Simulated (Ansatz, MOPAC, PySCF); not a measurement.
Noncovalent pair: H2O (SMILES O) (first 3 atoms) with CH2O (SMILES C=O); geometry from B3LYP-D3(BJ)/def2-TZVP, rigid monomers moved along the line of their centres of mass till O1···C4 is 5.05 Å.
(charge 0, multiplicity 1):
```xyz
7

O     -0.150     0.438    -0.115
H      0.492     0.168    -0.779
H     -0.524    -0.382     0.230
C     -0.055     0.292     4.937
O     -0.459    -0.829     5.097
H      1.025     0.532     4.938
H     -0.737     1.147     4.785
```

Monomers are frozen at their geometry in the pair; levels with a basis set take the counterpoise correction. Rows marked so take none.

Frozen-core correlation. CBS(a, b) extrapolates the correlation energy as X⁻³ and adds the Hartree–Fock energy of set b. Rows in 3-21G, 6-311+G**, 6-31G* carry no dispersion term and start afresh at each structure (6-31G* with six Cartesian d functions). MP2/6-31G* freezes PySCF's default core. The state that PM6, PM7 reach isn't checked; PM7 holds dispersion and hydrogen-bond terms.

Codes used: Ansatz (Gaussian basis) for Hartree–Fock, density functionals and correlated methods; MOPAC for PM6, PM7 (differences of heats of formation); PySCF for 3-21G rows, 6-311+G** rows, 6-31G* rows, the dispersion terms. Each number belongs to the level named beside it.

Other levels give for the interaction energy: PBE/def2-TZVPPD -0.49; B3LYP/def2-TZVPPD -0.48; B3LYP-D3(BJ)/def2-TZVPPD -0.56; wB97M-V/def2-TZVPPD -0.59; CCSD(T)/CBS(aug-cc-pVDZ, aug-cc-pVTZ) -0.56 kcal/mol.

Common cheap choices:

```csv
level,interaction energy (kcal/mol),"less -0.56 (CCSD(T)/CBS(aug-cc-pVDZ, aug-cc-pVTZ))"
PM6,-0.58,-0.02
PM7,-0.64,-0.08
HF/3-21G (no counterpoise),-0.64,-0.08
HF/6-31G*,-0.67,-0.10
B3LYP/6-31G* (no counterpoise),-0.49,0.08
B3LYP/6-311+G** (no counterpoise),-0.58,-0.02
M06-2X/6-31G* (no counterpoise),-0.54,0.03
MP2/6-31G* (no counterpoise),-0.55,0.02
```

Ansatz is an electronic-structure program.
